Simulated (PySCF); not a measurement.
## Correlation energy of S²⁺ (sulfur, charge +2)

[Ne] 3s2 3p2, high-spin 3P determinant. Computed with PySCF 2.14 in aug-cc-pwCVTZ, with the non-relativistic Hamiltonian (point nucleus). Frozen: 1s2; 12 electrons correlated.

```json
{"level": "CCSD", "correlation energy (mhartree)": "-355.02"}
{"level": "(T)", "correlation energy (mhartree)": "-4.73"}
{"level": "CCSD(T)", "correlation energy (mhartree)": "-359.75"}
```

Diagnostics: T1 = 0.0061, D1 = 0.0241, largest double amplitude 0.098.

Cost of the coupled-cluster step: about 30 core-seconds, for 12 correlated electrons.
